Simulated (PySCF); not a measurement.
## Excitation energy of Ne+ by level of theory

Ne+ [He] 2s2 2p5 (2P) → Ne+ [He] 2s1 2p6 (2S), as a difference of total energies. Calculation: PySCF 2.14, in dyall-av3z; the non-relativistic Hamiltonian (point nucleus). Correlated levels: valence: 1s2 frozen; virtual orbitals above 40 to 60 times the deepest correlated orbital energy dropped. The calculations carry no spin-orbit coupling.

```json
{"method": "UHF", "excitation energy (cm⁻¹)": "238270"}
{"method": "LDA", "excitation energy (cm⁻¹)": "183270"}
{"method": "PBE", "excitation energy (cm⁻¹)": "189630"}
{"method": "PBE0", "excitation energy (cm⁻¹)": "201820"}
{"method": "r2SCAN", "excitation energy (cm⁻¹)": "206290"}
{"method": "wB97X", "excitation energy (cm⁻¹)": "198730"}
{"method": "B97-3", "excitation energy (cm⁻¹)": "202450"}
{"method": "PBEsol", "excitation energy (cm⁻¹)": "187790"}
{"method": "CAM-B3LYP", "excitation energy (cm⁻¹)": "198100"}
{"method": "MP2 (valence)", "excitation energy (cm⁻¹)": "221640"}
{"method": "SCS-MP2 (valence)", "excitation energy (cm⁻¹)": "220480"}
```

Errors of the correlated levels include the incompleteness of this basis and the frozen core.

Question: Which method comes closest to the reference value, and which is furthest?

Answer: The reference is 216790 cm⁻¹ (measured; NIST levels, between the centres of gravity of the two terms). Closest: SCS-MP2 (valence) (error 3690.2 cm⁻¹); furthest: LDA (error -33520 cm⁻¹).
